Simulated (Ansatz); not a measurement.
The geometry has D3d symmetry (within 0.05 Å) and had no frequency check at the DFT level, so a distortion to lower symmetry isn't ruled out.

Species: silicene flake of 1 rings (benzene shape) `[siH]1[siH][siH][siH][siH][siH]1` (charge 0, multiplicity 1), formula H6Si6.

Question: How many basis functions does frozen-core CCSD(T)/def2-SVP // PBE-D3(BJ)/def2-SVP in Ansatz (an electronic-structure program) use, how many core orbitals are frozen, and how many electrons are correlated?

Answer: 138 basis functions and 30 frozen orbitals, which leaves 30 correlated electrons. Core time is of the order of seconds.
